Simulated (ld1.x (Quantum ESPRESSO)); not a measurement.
Before and after: TM potential for Bi

Bi, norm-conserving Troullier–Martins (Kleinman–Bylander form), made with ld1.x (Quantum ESPRESSO) 7.5 (PBE, scalar-relativistic). Core [Xe] 4f14, reference 5d10 6s2 6p3. Waves: 6s (bound): rc 1.90 bohr; 6p (bound): rc 2.15 bohr; 5d (bound): rc 1.65 bohr; 5f channel at 0.05 Ry: rc 1.80 bohr. Local part: the f channel. Core correction: a·sin(br)/r model core inside 1.05 bohr.

All-electron outer shells of the reference configuration (PBE, scalar-relativistic, ld1.x):

```
shell  level (eV)  outermost node (bohr)  outermost maximum (bohr)
   4f     -152.59                      –                      0.34
   5p      -95.86                   0.48                      0.86
   5d      -27.08                   0.51                      1.03
   6s      -14.48                   0.98                      1.88
   6p       -4.57                   1.14                      2.44
```

Change: local potential the d channel.

Cutoffs: the cutoffs (Ry, on a coarse ladder) from which the occupation-weighted sum of valence levels, in a spherical-Bessel basis at the reference potential, stays within 10 and 1 mRy of its value at 400 Ry; they do not see the model core or the augmentation charge, which bear on the density cutoff. Errors are all-electron minus pseudo energies relative to the spin-unpolarised reference configuration.

Problem. Predict the effect on cutoff, ghosts and configuration errors.

Solution. The potential gets neither clearly harder nor softer (60 Ry and 90 Ry → 60 Ry and 90 Ry); both files keep a bound ghost (p, s); the errors of the 6 common tests hardly move; the range in which the d phases agree widens (upper end 0.9 → 2.0).

| quantity | base | changed |
| --- | --- | --- |
| cutoff, loose | 60 Ry | 60 Ry |
| cutoff, tight | 90 Ry | 90 Ry |
| bound ghosts | s, p | s, p |
| tests counted (converged, no solver errors) | 6 of 7 | 6 of 7 |
| error for 5d10 6s2 6p2, meV [ΔE 7.91 eV] | -5.3 | -5.5 |
| error for 5d10 6s2 6p1, meV [ΔE 23.16 eV] | -18 | -19 |
| error for 5d10 6s2 6p0, meV [ΔE 46.50 eV] | -36 | -36 |
| error for 5d10 6s2 6p2.5, meV [ΔE 3.10 eV] | -1.9 | -1.9 |
| error for 5d10 6s1 6p3, meV [ΔE 18.73 eV] | -15 | -17 |
| error for 5d10 6s1 6p0, meV [ΔE 91.91 eV] | -66 | -68 |
| s: phases at 2.34 bohr within 0.05 rad from the reference energy up to (Ry; the scan ends near 5) | 3.2 | 3.2 |
| p: phases at 2.34 bohr within 0.05 rad from the reference energy up to (Ry; the scan ends near 5) | to the end of the scan | to the end of the scan |
| d: phases at 2.34 bohr within 0.05 rad from the reference energy up to (Ry; the scan ends near 5) | 0.9 | 2.0 |
| f: phases at 2.34 bohr within 0.05 rad from the reference energy up to (Ry; the scan ends near 5) | to the end of the scan | to the end of the scan |

Base: Tests not counted: 5d9 6s2 6p4 (solver errors, printed error -1918 eV). Changed file: Tests not counted: 5d9 6s2 6p4 (solver errors, printed error -1721 eV). These tests converged, but a pseudo level misses the all-electron one widely, so the file describes the atom poorly there or has found another state: 5d10 6s1 6p0: empty 6p by 3.8 eV. A true bound ghost makes a file unfit for plane-wave use even where its test errors are small: the radial tests pick states by their node count and pass the ghost by. Where a test does run into it, the solver fails or the error is huge.
